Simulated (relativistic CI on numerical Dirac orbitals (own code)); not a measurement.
**Sensitivity of the levels of Sn²³⁺ to α and to the nuclear radius**

Method of calculation: Dirac-Coulomb-Breit CI, orbitals from a KLI potential per configuration, derivatives by finite differences, unscaled Slater integrals, QED left out (own radial code, finite nucleus).

CI space (outside the closed core [Ne]): 3s2 3p6 3d9, 3s2 3p5 3d10, 3s 3p6 3d10, 3s2 3p6 3d8 4s, 3s2 3p6 3d8 4p, 3s2 3p6 3d8 4d, 3s2 3p6 3d8 4f, 3s2 3p4 3d10 4s. Levels of other configurations are missing.

With x = (α/α₀)² − 1 an excitation energy changes as ω = ω₀ + qx; K = 2q/ω₀ is the relative enhancement. Terms are leading LS components, so labels can repeat. The field-shift factor is F = δν/δ⟨r²⟩ for the transition from the lowest level.

Lowest level 3s2 3p6 3d9 2D_5/2.

```tsv
Level	ω₀ (cm⁻¹)	q (cm⁻¹)	K	F (GHz/fm²)
3s2 3p6 3d9 2D_3/2	71991	71730	1.99	0.605
3s2 3p5 3d10 2P°_3/2	1819559	99800	0.11	4.68
3s2 3p5 3d10 2P°_1/2	2175880	487900	0.448	-5.23
3s 3p6 3d10 2S_1/2	3205194	565500	0.353	-476
3s2 3p6 3d8 4s 4F_9/2	3785503	-216600	-0.114	157
3s2 3p6 3d8 4s 2F_7/2	3799035	-214800	-0.113	156
3s2 3p6 3d8 4s 2D_5/2	3832444	-214200	-0.112	157
3s2 3p6 3d8 4s 2D_3/2	3835184	-209500	-0.109	157
3s2 3p6 3d8 4s 4F_7/2	3857388	-148900	-0.0772	157
3s2 3p6 3d8 4s 4F_5/2	3859315	-149100	-0.0773	157
3s2 3p6 3d8 4s 4P_5/2	3896127	-142800	-0.0733	157
3s2 3p6 3d8 4s 4F_3/2	3897489	-142100	-0.0729	157
3s2 3p6 3d8 4s 4P_1/2	3898595	-189400	-0.0972	157
3s2 3p6 3d8 4s 4P_3/2	3920244	-143900	-0.0734	157
3s2 3p6 3d8 4s 2P_1/2	3932093	-149200	-0.0759	157
3s2 3p6 3d8 4s 2G_9/2	3935359	-153500	-0.078	157
3s2 3p6 3d8 4s 2G_7/2	3936310	-152400	-0.0774	157
3s2 3p6 3d8 4s 2D_5/2	3960062	-81420	-0.0411	158
3s2 3p6 3d8 4s 2D_3/2	3960503	-89770	-0.0453	158
3s2 3p6 3d8 4s 2S_1/2	4082908	-95390	-0.0467	158
3s2 3p6 3d8 4p 4D°_7/2	4153592	-189500	-0.0913	18.6
3s2 3p6 3d8 4p 2G°_9/2	4161537	-191500	-0.092	18.7
3s2 3p6 3d8 4p 2D°_3/2	4201082	-189100	-0.09	18.7
```

At this charge energies of transitions that change n are usually good to better than 1 %, and those within a shell (Δn = 0) to a few per cent.
